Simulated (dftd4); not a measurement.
H4AsSi (SMILES [SiH3][AsH]), doublet, geometry from GFN2-xTB; D4 for revpbe run with dftd4.

The dftd4 input:
```
$ dftd4 mol.xyz --func revpbe --charge 0 --json dftd4.json --noedisp --grad

# file mol.xyz
6

Si    -1.40329534    -0.53462063     0.03897477
As     0.72861432     0.32423351    -0.02335434
H     -1.67313328    -1.31833068     1.25215617
H     -2.36838393     0.56910308     0.00592110
H     -1.70511391    -1.41474898    -1.09857261
H      1.34849332    -1.05104054     0.06554169
```

The log (banner, timings and long lists left out):

```
                    ____  _____ _____     ____  _  _
      -------------|  _ \|  ___|_   _|---|  _ \| || |------------
     |             | | | | |_    | | ___ | | | | || |_           |
     |             | |_| |  _|   | ||___|| |_| |__   _|          |
     |             |____/|_|     |_|     |____/   |_|            |
     |             ===================================           |
     |            E. Caldeweyher, S. Ehlert & S. Grimme          |
     |          Mulliken Center for Theoretical Chemistry        |
     |                    University of Bonn                     |
      -----------------------------------------------------------

Rational (Becke-Johnson) damping: revpbe-D4-ATM
---------------------
  s6         1.0000
  s8         1.7468
  s9         1.0000
  a1         0.5363
  a2         3.0726
 alp        16.0000
--------------------

Dispersion energy:      -1.0871736843254E-02 Eh

Gradient norm:           1.4887211695072E-03 Eh/a0
--------------------------------------------------
     #    Z           dE/dx      dE/dy      dE/dz
--------------------------------------------------
     1   14 Si   -4.960E-04 -4.568E-05  4.360E-06
     2   33 As    1.065E-03  3.714E-04 -2.776E-05
     3    1 H    -2.717E-04 -2.310E-04  2.708E-04
     4    1 H    -3.784E-04  1.594E-04 -1.923E-06
     5    1 H    -2.753E-04 -2.514E-04 -2.439E-04
     6    1 H     3.560E-04 -2.756E-06 -1.507E-06
--------------------------------------------------

Virial:
--------------------------------------------------
      component           x          y          z
--------------------------------------------------
          x       7.129E-03  1.453E-03 -1.151E-04
          y       1.453E-03  1.698E-03 -4.289E-05
          z      -1.151E-04 -4.289E-05  1.148E-03
--------------------------------------------------

[Info] Dispersion results written to 'dftd4.txt'
[Info] JSON dump of results written to 'dftd4.json'
```
